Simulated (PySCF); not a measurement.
C₄H₈BN.
Numbering: `[CH:1]#[C:2][CH2:3][CH2:4][BH:5][NH2:6]` (hydrogens: H7 on C1; H8, H9 on C3; H10, H11 on C4; H12 on B5; H13, H14 on N6)

Method: PySCF, PBE0-D3(BJ)/def2-SVP geometry optimisation, gas phase.

(1) What internal coordinates does the optimisation give?

Results:

(1) 
| bond | length (Å) | order |
| --- | --- | --- |
| C1≡C2 | 1.212 | triple |
| C2–C3 | 1.458 | single |
| C3–C4 | 1.535 | single |
| C4–B5 | 1.579 | single |
| B5–N6 | 1.392 | single |
| C1–H7 | 1.074 | single |
| C3–H8, C3–H9 | 1.104 | single |
| C4–H10, C4–H11 | 1.105 | single |
| B5–H12 | 1.216 | single |
| N6–H13, N6–H14 | 1.012 | single |

Bonds in one row agree within 0.01 Å and their mean is given. Orders are formal, as drawn. A selection of angles:
| angle | degrees |
| --- | --- |
| C2–C1–H7 | 179.3 |
| C1–C2–C3 | 178.6 |
| C2–C3–C4 | 113.9 |
| C2–C3–H8 | 108.9 |
| C2–C3–H9 | 108.5 |
| C4–C3–H8 | 109.6 |
| H8–C3–H9 | 105.4 |
| C3–C4–B5 | 113.8 |
| C3–C4–H10 | 109.8 |
| C3–C4–H11 | 108.2 |
| B5–C4–H10 | 112.2 |
| B5–C4–H11 | 106.9 |
| H10–C4–H11 | 105.6 |
| C4–B5–N6 | 122.0 |
| C4–B5–H12 | 120.6 |
| N6–B5–H12 | 117.4 |
| B5–N6–H13 | 123.3 |
| H13–N6–H14 | 113.7 |

Torsions: C2–C3–C4–B5 -178° (antiperiplanar); C3–C4–B5–N6 -141° (anticlinal). The mirror-image conformer, all signs reversed, is as good.

B5 (three-coordinate boron) is planar (angles 122.0°, 120.6° and 117.4°, sum 360.0°, 0.01 Å off the plane of its three neighbours). N6 (boron-bound nitrogen) is planar (angles 123.3°, 123.0° and 113.7°, sum 360.0°, 0.00 Å off the plane of its three neighbours). The C–C distances run from 1.212 Å (C1≡C2, drawn triple) to 1.535 Å (C3–C4, drawn single), a spread of 0.323 Å.

Point group: C1 (no symmetry element, even within 0.4 Å). PBE0-D3(BJ)/def2-SVP frequencies: not computed here. One conformer, not necessarily the lowest.
